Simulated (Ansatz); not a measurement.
One change: `BNC(F)S` becomes `FC([SiH3])S`.

Ansatz, PBE0-D4/def2-TZVP geometries, multiplicity 1. Each molecule was computed in one conformer, which needn't be the lowest.

```tsv
property	`BNC(F)S`
HOMO energy (B3LYP/def2-TZVPP) / eV	-7.26
LUMO energy (ωB97M-V/def2-TZVPP) / eV	1.47
LUMO energy (B3LYP/def2-TZVPP) / eV	-0.62
LUMO energy (PBE0/def2-TZVPP) / eV	-0.38
size of the dipole moment (ωB97M-V/def2-TZVPP) / D	2.10
HOMO–LUMO gap (ωB97M-V/def2-TZVPP) / eV	11.25
```

Problem. What does the change do to each property? (Best estimate.)

Solution. Ansatz gave: 
```
                                          property  `FC([SiH3])S`  shift
               HOMO energy (B3LYP/def2-TZVPP) / eV          -7.33  -0.07
             LUMO energy (ωB97M-V/def2-TZVPP) / eV           1.56   0.09
               LUMO energy (B3LYP/def2-TZVPP) / eV          -0.42   0.20
                LUMO energy (PBE0/def2-TZVPP) / eV          -0.19   0.19
size of the dipole moment (ωB97M-V/def2-TZVPP) / D           1.48  -0.62
           HOMO–LUMO gap (ωB97M-V/def2-TZVPP) / eV          11.34   0.09
```

With PBE0 the HOMO falls by 0.05 eV and the LUMO rises by 0.19 eV, so the gap widens by about 0.24 eV. PBE moves the HOMO by -0.11 eV and ωB97M-V by 0.00 eV. Dipoles are sizes alone; their direction can turn.

B3LYP here is the variant with VWN-RPA as its local correlation; programs differ in this.
